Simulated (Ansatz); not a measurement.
CAlFO2 (`O=[C]1[O][Al]1[F]`), relaxed with RKS PBE-D4/def2-SVP in the Gaussian-basis code of Ansatz from a rough embedded geometry. The force threshold is 0.03 eV/Å; the program also tests the step.

Total charge 0; spin multiplicity 1.

Start:

```xyz
5

O     0.121   -1.625    1.424
C    -0.238   -0.614    0.678
O    -1.345    0.333    0.249
Al    0.205    0.500   -0.591
F     1.257    1.405   -1.760
```

Q: By how much does the energy fall, and how many steps does the optimiser take? (An estimate is asked.)

A: Computed: 1.84 eV, in 11 steps, 1 of them rejected.

Q: Which bonds change most? (An estimate is asked.)

A: Computed: C2–Al4 from 1.745 to 1.978 Å; C2–O3 from 1.518 to 1.338 Å; Al4–F5 from 1.815 to 1.668 Å; O1–C2 from 1.307 to 1.189 Å.

Q: Give the relaxed structure. (An estimate is asked.)

A: Computed: 
```xyz
5

O    -0.296   -1.567    1.550
C    -0.184   -0.716    0.727
O    -1.001    0.205    0.204
Al    0.602    0.460   -0.656
F     0.880    1.617   -1.825
```
